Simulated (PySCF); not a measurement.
A geometry optimisation on `O=CC(=O)C#[C][GeH3]`.

Computed with PBE0-D3(BJ)/def2-SVP geometry optimisation, gas phase (PySCF 2.14.0). Start geometry: GFN2-xTB. The command runs a driver script over a list of jobs; the input below is this job's line of settings and its coordinates in Å.

Command:
```bash
OMP_NUM_THREADS=1 python probes_run.py task.json out
```

Input:
```
{"job": {"xc": "PBE0", "basis": "def2-SVP", "d3": "d3bj", "grid": 1, "shake": 0.01, "kind": "geom"}, "charge": 0, "multiplicity": 1}
O     -2.402830     1.122650    -0.195190
C     -2.548280     0.020670    -0.594410
C     -1.450110    -1.032280    -0.604800
O     -1.608540    -2.141190    -1.018840
C     -0.194940    -0.559310    -0.083270
C      0.829800    -0.087700     0.376200
Ge     2.446580     0.629730     1.089430
H     -3.472280    -0.371870    -1.006900
H      2.162440     2.039220     1.522900
H      2.820720    -0.215870     2.261720
H      3.455560     0.570130     0.022440
```

Problem. Estimate the output.

Solution. 
```
step   0  E = -2381.08372457  max force = 0.027918
step   1  E = -2381.08852200  max force = 0.004709
step   2  E = -2381.08841123  max force = 0.010061
step   3  E = -2381.08873299  max force = 0.002199
step   4  E = -2381.08879696  max force = 0.000871
step   5  E = -2381.08880407  max force = 0.000753
step   6  E = -2381.08881193  max force = 0.000458
step   7  E = -2381.08881617  max force = 0.000373
optimisation converged
```

Energies in Eh; «max force» is the largest Cartesian gradient component in Eh/bohr.

Problem. At which steps does the energy rise by more than 1e-5 Eh?

Solution. At step 2 (+0.11 mEh).

Problem. How much energy does the optimisation release, in eV?

Solution. E(step 0) − E(last step) = 0.005092 Eh, which is 0.139 eV.

In short: final energy -2381.08882 Eh after 7 steps; dipole 1.91 D.

Problem. Give the final coordinates.

Solution. 0.091 Å rms from the input after alignment:
```
atom  x, y, z in Å
O1    -2.3927    1.2070   -0.2436
C2    -2.4504    0.0828   -0.6481
C3    -1.2752   -0.8987   -0.6234
O4    -1.4394   -2.0177   -1.0506
C5    -0.0319   -0.4041   -0.0803
C6     1.0161    0.0200    0.3781
Ge7    2.6541    0.6879    1.0967
H8    -3.3676   -0.3803   -1.0894
H9     2.4293    2.1349    1.5465
H10    3.0399   -0.2038    2.2819
H11    3.7120    0.6138   -0.0088
```

The run took 67 s wall on an Arm Neoverse V2 with one thread, shared host with 32 logical CPUs at a one-minute load of 21, and the process peaked at 0.56 GiB of memory.
Labels such as C1 count atoms from 1, the log's own numbers from 0.
